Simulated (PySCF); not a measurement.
Xenon: a sound run and one with changed settings

Sound run: Xe(2+) [Kr] 4d10 5s2 5p4, Xe(3+) [Kr] 4d10 5s2 5p3. Calculation: PySCF 2.14, in def2-SVP with the def2 core potential (28 electrons) (6s5p3d2f, 50 functions); a scalar-relativistic core potential. In the sound run the correlated levels freeze 4s2 4p6 4d10 outside the core potential. The sound run starts from symmetry-adapted Hartree-Fock orbitals and uses a fine grid where one is needed.

A second run was set up differently.

| species | method | sound run (hartree) | changed run (hartree) | converged |
| --- | --- | --- | --- | --- |
| Xe(2+) | UHF | -327.13922 | -327.13922 | yes |
| Xe(2+) | PBE0 | -328.14670 | -328.14670 | yes |
| Xe(2+) | B3LYP | -328.23069 | -328.23069 | yes |
| Xe(2+) | MP2 | -327.22949 | -327.22310 | yes |
| Xe(2+) | CCSD(T) | -327.24993 | -327.24993 | yes |
| Xe(3+) | UHF | -326.05941 | -326.05941 | yes |
| Xe(3+) | PBE0 | -327.02535 | -327.02535 | yes |
| Xe(3+) | B3LYP | -327.10309 | -327.10309 | yes |
| Xe(3+) | MP2 | -326.12738 | -326.12254 | yes |
| Xe(3+) | CCSD(T) | -326.14227 | -326.14227 | yes |

Ionisation energy of Xe(2+):

| method | sound run (eV) | changed run (eV) |
| --- | --- | --- |
| UHF | 29.383 | 29.383 |
| PBE0 | 30.513 | 30.513 |
| B3LYP | 30.684 | 30.684 |
| MP2 | 29.990 | 29.948 |
| SCS-MP2 | 30.053 | 30.008 |
| CCSD | 30.122 | 30.122 |
| CCSD(T) | 30.141 | 30.141 |

Q: What was changed?
A. too few SCF iterations
B. minimal basis
C. a valence shell is frozen
D. level shift left on

A: D. It used initial guess 1e, at most 50 SCF cycles, level shift 0.1 hartree. A level shift leaves the converged SCF energy unchanged but raises the virtual orbital energies, which shrinks MP2 if it is not removed.
